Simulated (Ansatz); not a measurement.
Pb3O4⁺, relaxed as a doublet with UKS PBE0-D4/def2-SVP in Ansatz, starting from the GFN1-xTB geometry. Force threshold 0.02 eV/Å.

In the def2 sets Pb takes a core potential; there is no spin–orbit coupling. The structure holds one bond between oxygen atoms, so isomers without such links may lie far lower. The relaxation made no stability test and no search for a lower SCF solution. Another isomer (doublet) lies 0.45 eV lower at PBE0-D4/def2-TZVP; other spin states weren't run for this one.

Start:

```tsv
atom	x (Å)	y (Å)	z (Å)
Pb1	-0.050	-0.158	-1.651
Pb2	-2.498	-0.949	0.283
Pb3	0.172	0.216	1.635
O4	2.056	0.836	0.420
O5	-0.368	-1.482	0.191
O6	1.977	0.674	-0.867
O7	-1.288	0.862	-0.011
```

```json
{"step": "1", "energy (eV)": "-23911.8773", "largest force component (eV/Å)": "0.700", "SCF passes": "65"}
{"step": "2 (rejected)", "energy (eV)": "-23911.6658", "largest force component (eV/Å)": "1.053", "SCF passes": "28"}
{"step": "3", "energy (eV)": "-23911.9018", "largest force component (eV/Å)": "0.746", "SCF passes": "31"}
{"step": "4", "energy (eV)": "-23911.9311", "largest force component (eV/Å)": "0.056", "SCF passes": "28"}
{"step": "5", "energy (eV)": "-23911.9314", "largest force component (eV/Å)": "0.016", "SCF passes": "25"}
```

Force components are those of the run's own axes.

End:

```xyz
7

Pb   -0.0531   -0.1674   -1.6990
Pb   -2.5044   -0.9488    0.2797
Pb    0.1774    0.2205    1.6842
O     2.0432    0.8277    0.4095
O    -0.3544   -1.4769    0.1926
O     1.9591    0.6781   -0.8539
O    -1.2677    0.8668   -0.0131
```

By distances, no bond broke or formed. The bond that changes most is Pb1–O5, from 2.29 to 2.32 Å (atoms count from 1).

No frequencies were taken in this run, so the end may be a saddle point.

It took 50 s on 4 threads of Intel Xeon on a shared host, peak host memory 0.68 GiB.
